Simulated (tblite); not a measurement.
Species: C₂H₁₀OSi₂.
SMILES with atom numbers: `[OH:1][CH2:2][CH:3]([SiH3:4])[SiH3:5]` (hydrogens: H6 on O1; H7, H8 on C2; H9 on C3; H10, H11, H12 on Si4; H13, H14, H15 on Si5)

Cartesian coordinates in Å at the GFN2-xTB level; atoms count from 1:
```
atom  x, y, z in Å
O1     2.1560    0.5953   -0.4954
C2     1.2491   -0.4804   -0.3839
C3     0.0066   -0.0952    0.4081
Si4   -0.5048    1.6629   -0.1438
Si5   -1.3473   -1.4184    0.2504
H6     2.4435    0.8427    0.3902
H7     0.9819   -0.7274   -1.4141
H8     1.7481   -1.3572    0.0556
H9     0.2882   -0.0377    1.4670
H10    0.4150    2.6721    0.3880
H11   -1.8372    1.9372    0.4039
H12   -0.5388    1.7165   -1.6019
H13   -1.8157   -1.5013   -1.1332
H14   -2.4559   -1.0818    1.1433
H15   -0.7932   -2.7193    0.6439
```

Method: GFN2-xTB as coded in tblite; computed harmonic values from a numerical Hessian at the method's own geometry, unscaled. This tight-binding method is rough: wavenumbers can miss measured ones by several per cent, in bad cases by 10 to 20. Modes of hydrogen on silicon can be 10 to 20 % off. One conformer, not necessarily the lowest.

Harmonic wavenumbers (cm⁻¹): 72.8, 111.3, 129.7, 177.4, 181.3, 279.2, 384.0, 435.2, 507.0, 525.5, 529.1, 574.1, 663.7, 764.9, 772.6, 782.6, 791.3, 800.5, 821.9, 868.5, 958.5, 1029.6, 1087.0, 1115.5, 1132.6, 1281.3, 1308.4, 1353.1, 1496.4, 2226.6, 2236.1, 2248.4, 2266.5, 2271.7, 2298.7, 2861.9, 2893.3, 2977.5, 3545.0.

A = 3640, B = 2117, C = 1439 MHz; mass 106.027 u (most abundant isotopes); point group C1, symmetry number 1.

Problem. What is the zero-point energy?

Solution. ½Σν̃ = 23380 cm⁻¹ = 66.85 kcal/mol.

Problem. Entropy at 273.15 K, 1 bar (ideal gas, RRHO, classical rotation)?

Solution. Translation 39.48, rotation 27.50, vibration 20.73: S = 87.7 cal/(mol K).

Problem. And Cp and H(273.15 K) − H(0)?

Solution. Cp = 32.20 cal/(mol K), of which vibrations give 24.25 (their classical limit is 39 R = 77.5); H(273.15 K) − H(0) = 5.36 kcal/mol without the zero-point energy, 3.18 from vibrations.

Problem. Blend soft modes into free rotors: weight 1/[1 + (100 cm⁻¹/ν̃)⁴] for the oscillator and the rest for a rotor with moment μB/(μ + B), μ = h/(8π²ν), B = 10⁻⁴⁴ kg m². What vibrational entropy results?

Solution. 19.87 cal/(mol K) in place of 20.73, which changes −T·S at 273.15 K by +0.23 kcal/mol.

Problem. What must be added to the electronic energy to get the Gibbs energy at 273.15 K and 1 bar?

Solution. ZPE + [H(273.15 K) − H(0)] − T·S = 66.85 + 5.36 − 23.96 = 48.25 kcal/mol.

Hindered rotation and anharmonicity are outside this model. Other conformers, if any are populated, would add a mixing term that is left out. The structure is chiral; the term R ln 2 for an equal mix with its mirror image is left out.

On an Arm Neoverse N1 with one thread, shared host, this took 0.7 s. The figure is for the frequency step alone.
